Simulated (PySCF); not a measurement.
Nb(O)(F)(Me)2 (C2H6FNbO), SMILES [CH3][Nb]([CH3])(=[O])[F], multiplicity 1. Atoms are numbered in the order given.

```xyz
11

Nb     0.0356    -0.0772     0.0000
O      1.7430    -0.1641     0.0000
F     -0.7444    -1.7926     0.0000
C     -0.4560     1.0696    -1.7522
H     -0.0613     2.1012    -1.6104
H     -1.5583     1.1239    -1.8923
H      0.0038     0.6638    -2.6777
C     -0.4560     1.0696     1.7522
H      0.0038     0.6638     2.6777
H     -1.5583     1.1239     1.8923
H     -0.0613     2.1012     1.6104
```
Charge 0, spin multiplicity 1.

The structure is a stationary point at PBE-D3(BJ)/def2-SVP. The multiplicity is an assumed one; other spin states were not compared. The def2 effective core potentials stand for the cores of Nb; spin–orbit coupling is left out.

The numbers are results of PySCF with PBE-D3(BJ)/def2-SVP, not measurements.

Frequencies are harmonic and unscaled.

Computed vibrational spectrum:
```tsv
mode	ν (cm⁻¹)	IR (km/mol)	moving atoms (share of kinetic energy)
1	58	0.0	H 96 %
2	88	0.5	H 98 %
3	143	0.0	C 53 %, H 36 %
4	149	2.2	F 48 %, C 22 %, H 20 %
5	155	0.5	C 27 %, F 26 %, H 22 %, Nb 20 %
6	217	4.3	O 58 %, H 15 %, C 14 %, Nb 11 %
7	233	7.2	O 59 %, F 24 %, Nb 9 %
8	421	2.1	H 74 %, C 24 %
9	516	11.1	H 74 %, C 22 %
10	530	23.3	C 67 %, H 22 %, Nb 9 %
11	545	61.3	H 45 %, C 42 %, Nb 12 %
12	574	14.3	H 74 %, C 19 %
13	584	25.7	H 62 %, C 28 %, Nb 8 %
14	693	124.1	F 72 %, Nb 20 %
15	1000	134.9	O 84 %, Nb 16 %
16	1120	8.0	H 77 %, C 23 %
17	1128	11.7	H 78 %, C 21 %
18	1332	15.9	H 94 %
19	1340	5.4	H 95 %
20	1344	0.4	H 95 %
21	1350	16.9	H 95 %
22	2941	4.8	H 97 %
23	2943	0.7	H 97 %
24	3040	0.6	H 91 %, C 9 %
25	3043	4.8	H 91 %, C 9 %
26	3062	1.4	H 91 %, C 9 %
27	3063	0.1	H 91 %, C 9 %
```
